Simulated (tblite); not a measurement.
Compound: C6H14P (charge +1).
Numbering: `[CH3:1][C@@H:2]1[CH2:3][CH2:4][C@@H:5]([CH3:6])[PH2+:7]1` (hydrogens: H8, H9, H10 on C1; H11 on C2; H12, H13 on C3; H14, H15 on C4; H16 on C5; H17, H18, H19 on C6; H20, H21 on P7)

Structure optimised with GFN2-xTB, isolated species.

**Question.** Give the optimised bond lengths and angles.

**Answer.** 
```json
{"bond": "C1–C2, C5–C6", "length (Å)": "1.525"}
{"bond": "C2–C3, C4–C5", "length (Å)": "1.542"}
{"bond": "C3–C4", "length (Å)": "1.526"}
{"bond": "C2–P7, C5–P7", "length (Å)": "1.834"}
{"bond": "C1–H8 and 5 like bonds", "length (Å)": "1.088"}
{"bond": "C2–H11, C5–H16", "length (Å)": "1.098"}
{"bond": "C3–H12, C4–H14", "length (Å)": "1.092"}
{"bond": "C3–H13, C4–H15", "length (Å)": "1.089"}
{"bond": "P7–H20, P7–H21", "length (Å)": "1.376"}
```

Bonds in one row agree within 0.01 Å and their mean is given. A selection of angles:
```json
{"angle": "C2–C1–H8", "degrees": "111.3"}
{"angle": "C2–C1–H10", "degrees": "109.6"}
{"angle": "H8–C1–H9", "degrees": "108.8"}
{"angle": "H8–C1–H10", "degrees": "108.0"}
{"angle": "C1–C2–C3", "degrees": "114.7"}
{"angle": "C1–C2–P7", "degrees": "113.6"}
{"angle": "C1–C2–H11", "degrees": "109.8"}
{"angle": "C3–C2–P7", "degrees": "102.1"}
{"angle": "C3–C2–H11", "degrees": "109.4"}
{"angle": "P7–C2–H11", "degrees": "106.9"}
{"angle": "C2–C3–C4", "degrees": "107.6"}
{"angle": "C2–C3–H12", "degrees": "109.8"}
{"angle": "C2–C3–H13", "degrees": "110.3"}
{"angle": "C4–C3–H12", "degrees": "110.0"}
{"angle": "C4–C3–H13", "degrees": "111.3"}
{"angle": "H12–C3–H13", "degrees": "107.9"}
{"angle": "C5–P7–H20", "degrees": "113.0"}
{"angle": "C2–P7–C5", "degrees": "98.5"}
{"angle": "H20–P7–H21", "degrees": "105.6"}
```

Dihedral angles: C1–C2–C3–C4 -161° (antiperiplanar); C2–C3–C4–C5 52° (synclinal); C3–C4–C5–C6 -161° (antiperiplanar); C4–C5–P7–C2 14° (synperiplanar); C1–C2–P7–C5 138° (anticlinal).

The 5-membered ring C2–C3–C4–C5–P7 has internal angles of 98.5° to 107.6° (sum 518°, against 540° for a flat polygon); it is puckered, 0.20 Å rms from its mean plane, widest ring torsion 52°. P7 (phosphonium phosphorus) is distorted tetrahedral (angles from 98.5° to 113.5°).

Point group: C2 (every atom within 0.08 Å of its image). Its GFN2-xTB frequencies are all real (lowest 50 cm⁻¹).

One conformer stands for the species.

The numbers are calculated, not measured.
